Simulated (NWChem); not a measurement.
Molecule: C3H2F4; SMILES FC1(CC1(F)F)F

```xyz
9

F     -1.0982     1.3941    -0.3372
C      0.0000     0.7414     0.0338
F      1.0982     1.3941    -0.3372
C      0.0000     0.0000     1.3419
C      0.0000    -0.7414     0.0338
F      1.0982    -1.3941    -0.3372
F     -1.0982    -1.3941    -0.3372
H      0.9332     0.0000     1.9119
H     -0.9332     0.0000     1.9119
```
Atoms are numbered in this order, from 1.

Results from NWChem. Coordinates come from a PBE0/def2-SVP optimisation. GIAO values for the isolated, static molecule; σ is the absolute isotropic shielding, δ = σ(reference) − σ with the isolated reference molecule computed at the same levels (13C: tetramethylsilane, 19F: trichlorofluoromethane, 1H: tetramethylsilane).

For level PBE/pcSseg-1:

δ F1 (ppm): -170.3
δ C2 (ppm): 113.6

Task: What are these values for level KT2/pcSseg-1?

Result: 
| Item | Result |
|---|---|
| δ F1 (ppm) | -175.3 |
| δ C2 (ppm) | 110.0 |
